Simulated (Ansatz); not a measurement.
Two isomers of CH6O3Si: A = `C[Si](O)(O)O`, B = `OC(O)(O)[SiH3]`.

Isolated molecules relaxed with PBE0-D4/def2-TZVP in Ansatz; ΔE leaves out vibrations. CBS: MP2 limit from def2 TZ/QZ plus the TZ coupled-cluster correction, frozen cores. DFT in def2-TZVPP. Each species was taken in one conformer, which may not be the lowest.

(1) Which is lower in electronic energy at CCSD(T)/CBS, and by how much? (An estimate is asked.)

(2) Give E(B) − E(A) in kcal/mol with PBE0-D4, PBE-D4, r2SCAN-D4, ωB97M-V, CCSD/def2-TZVPP, MP2/def2-TZVPP, HF/def2-TZVPP. (An estimate is asked.)

Largest T1 diagnostic: 0.012.

## Answers

(1) The calculation gave: A, by 127.7 kcal/mol.

(2) Ansatz gave: PBE0-D4 120.9, PBE-D4 116.3, r2SCAN-D4 124.7, ωB97M-V 124.7, CCSD/def2-TZVPP 126.8, MP2/def2-TZVPP 130.7, HF/def2-TZVPP 129.1. None reverses the order clearly.

From PBE to PBE0 (25 % exact exchange), in def2-TZVPP and without D4, E(B) − E(A) moves by +4.6 kcal/mol.
